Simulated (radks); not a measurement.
Tb3+, configuration [Xe] 4f8.

All-electron calculation, scalar-relativistic Kohn-Sham, LDA (Slater exchange, Perdew-Wang correlation), spin-polarised, spherical densities, finite nucleus; open shells are filled with parallel spins first (spin-orbit coupling, left out, can overturn this in heavy ions); Fermi nuclear charge, rms radius 5.06 fm. Program: a radial shooting solver on a logarithmic mesh with Libxc functionals.

Energy parts (hartree):
total: -11698.9383
kinetic: 12586.6393
electron-nucleus: -28524.5395
Hartree: 4486.3418
exchange-correlation: -247.3798

Orbitals (lengths in bohr, moments of r in powers of bohr; <r^-3> diverges for s and p1/2):
orbital  occ.  eigenvalue (hartree)  <r^-3>   <1/r>      <r^4>
1s down     1             -1904.895       -   73.03  1.066e-06
1s up       1             -1904.895       -   73.03  1.066e-06
2s up       1             -316.8035       -   16.96  0.0001686
2s down     1             -316.7999       -   16.96  0.0001685
2p up       3             -281.7971   12090   15.80  0.0001263
2p down     3             -281.7945   12090   15.80  0.0001263
3s up       1             -71.21948       -   6.226   0.006503
3s down     1             -71.12932       -   6.232   0.006484
3p up       3             -60.41974    2550   5.848   0.006821
3p down     3             -60.33029    2555   5.853   0.006796
3d up       5             -46.29489   343.0   5.550   0.005418
3d down     5             -46.22504   343.7   5.555   0.005389
4s up       1             -15.11398       -   2.632     0.1592
4s down     1             -14.92025       -   2.631     0.1595
4p up       3             -11.55049   574.7   2.417     0.2088
4p down     3             -11.35930   573.6   2.415     0.2097
4d up       5              -6.65392   64.74   2.133     0.3269
4d down     5              -6.46715   64.47   2.129     0.3314
5s up       1              -2.85824       -   1.029      5.139
5s down     1              -2.76539       -   1.014      5.430
5p up       3              -1.97585   82.86  0.8763      9.575
5p down     3              -1.90624   78.55  0.8587      10.29
4f up       7              -1.33327   9.020   1.589      1.870
4f down     1              -1.16819   8.680   1.554      2.404

The highest occupied level is 4f down at -31.788 eV. The density falls to 0.001 e/bohr^3 at r = 3.21 bohr. Spin moment in Bohr magnetons: 6. The electron density at the nucleus is 7.173e+05 e/bohr^3 (large components only). The spin density at the nucleus is -0.33 e/bohr^3 (1s 0.01, 2s -1.40, 3s -14.31, 4s 2.25, 5s 13.11). Summed over all electrons, <r^2> = 34.65 bohr^2, which gives a Langevin (diamagnetic) susceptibility term of -27.4 x 10^-6 cm^3/mol.
